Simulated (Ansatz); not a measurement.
`C=[C](Cl)[AlH][SiH3]` + `O[SiH2]S` → `[OH][AlH][SiH3]` + `C=C(Cl)[SiH2]S`  (redistribution)

Isolated molecules relaxed with PBE0-D4/def2-TZVP in Ansatz; ΔE leaves out vibrations. CCSD(T)/CBS adds triple-zeta CCSD(T) − MP2 to the extrapolated MP2 energy (def2 sets, frozen cores). DFT in def2-TZVPP. Each species was taken in one conformer, which may not be the lowest.

```
             level  ΔE (kcal/mol)
           ωB97M-V           -7.2
    MP2/def2-TZVPP           -8.1
CCSD(T)/def2-TZVPP           -7.4
    CCSD/CBS(def2)           -7.3
```

Task: What does CCSD(T)/CBS give? (Best estimate.)

Result: The calculation gave: -7.5 kcal/mol. The listed levels differ from it by 0.3, -0.6, 0.1, 0.2 kcal/mol.

Largest T1 diagnostic among the species: 0.014.

In def2-TZVPP, CCSD(T) changes the Hartree–Fock value by −2.0 kcal/mol (the triples alone add −0.1 kcal/mol) and MP2 by −2.7 kcal/mol.
